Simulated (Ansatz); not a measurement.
## Ligand exchange: C2H4Br2 + Sn(CH3)3I → CHBr2I + Sn(CH3)4

Species: C2H4Br2 (1,1-dibromoethane) `CC(Br)Br`, singlet; Sn(CH3)3I (iodotrimethylstannane), singlet; CHBr2I `BrC(Br)I`, singlet; Sn(CH3)4 (tetramethyltin), singlet. The partners trade CH3 for I: C–CH3 and Sn–I bonds give way to C–I and Sn–CH3.

Shapes, held fixed at every level: PBE0-D4/def2-TZVP. Programs: Ansatz 0.2.0. Electronic energies: no zero-point or thermal term.

Q: Estimate ΔE of this reaction.

A: The highest level, CCSD(T)/def2-TZVPP, gives ΔE = +189.0 kJ/mol; the levels span +189.0 to +246.0. The column of differences is taken from that level and isn't an error. No measured value is set beside it here. For atoms past krypton def2 sets carry core potentials with scalar relativity. Relativity is left out for Br. Outer-core shells of Br, I, Sn are correlated, in sets that cover them unevenly. CCSD(T)/def2-TZVPP lies outside the range of all other levels here, so it shouldn't be taken on trust.

```
                level                   kind  ΔE (kJ/mol)  less CCSD(T)/def2-TZVPP
          HF/def2-SVP           Hartree–Fock       +246.0                    +57.0
        HF/def2-TZVPP           Hartree–Fock       +231.5                    +42.5
 r2SCAN-D4/def2-TZVPP               meta-GGA       +200.8                    +11.8
  BHLYP-D4/def2-TZVPP          global hybrid       +210.2                    +21.2
r2SCAN0-D4/def2-TZVPP          global hybrid       +209.3                    +20.3
         MP2/def2-SVP    perturbation theory       +216.5                    +27.5
        CCSD/def2-SVP  coupled cluster or CI       +218.8                    +29.8
   CCSD(T)/def2-TZVPP  coupled cluster or CI       +189.0                      0.0
```
